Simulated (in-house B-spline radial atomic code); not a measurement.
Configurations of the argon ion Ar²⁺, with energies counted from [Ne] 3s2 3p4. Level of theory: Dirac-Hartree-Fock, average of configuration, Fermi nucleus of rms radius 3.4274 fm; calculated with an all-electron radial atomic-structure program (B-spline basis). Energies include first-order Breit, QED and recoil terms.

Occupations are held fixed; configurations that lie above the ionisation limit could autoionise.

```json
{"configuration": "[Ne] 3s2 3p3 3d1", "E - E(ref) (eV)": "21.423", "highest orbital": "3d5/2", "its <r> (bohr)": "1.989"}
{"configuration": "[Ne] 3s2 3p3 5d1", "E - E(ref) (eV)": "35.493", "highest orbital": "5d5/2", "its <r> (bohr)": "9.452"}
{"configuration": "[Ne] 3s2 3p3 6s1", "E - E(ref) (eV)": "35.653", "highest orbital": "6s1/2", "its <r> (bohr)": "10.77"}
{"configuration": "[Ne] 3s2 3p3 7s1", "E - E(ref) (eV)": "37.51", "highest orbital": "7s1/2", "its <r> (bohr)": "15.91"}
{"configuration": "[Ne] 3s2 3p3 7f1", "E - E(ref) (eV)": "38.849", "highest orbital": "7f5/2", "its <r> (bohr)": "22.26"}
{"configuration": "[Ne] 3s1 3p4 6g1", "E - E(ref) (eV)": "55.574", "highest orbital": "6g9/2", "its <r> (bohr)": "14.66"}
{"configuration": "[Ne] 3s1 3p4 7d1", "E - E(ref) (eV)": "56.13", "highest orbital": "7d5/2", "its <r> (bohr)": "20.54"}
```

Task: Order these further configurations by energy, lowest first.
A. [Ne] 3s2 3p3 5f1
B. [Ne] 3s1 3p4 5g1
C. [Ne] 3s1 3p4 7g1
D. [Ne] 3s1 3p4 6f1
E. [Ne] 3s2 3p3 7d1

Result: A (36.426 eV), E (38.533 eV), B (54.078 eV), D (55.541 eV), C (56.477 eV).

Task: How far above the reference does [Ne] 3s2 3p3 7g1 lie?

Result: 38.869 eV; its least bound orbital is 7g9/2 with <r> = 21.16 bohr.

Task: How far above the reference does [Ne] 3s1 3p4 4d1 lie?

Result: 49.201 eV; its least bound orbital is 4d5/2 with <r> = 5.312 bohr.

Task: How far above the reference does [Ne] 3s2 3p3 6g1 lie?

Result: 37.967 eV; its least bound orbital is 6g9/2 with <r> = 14.66 bohr.
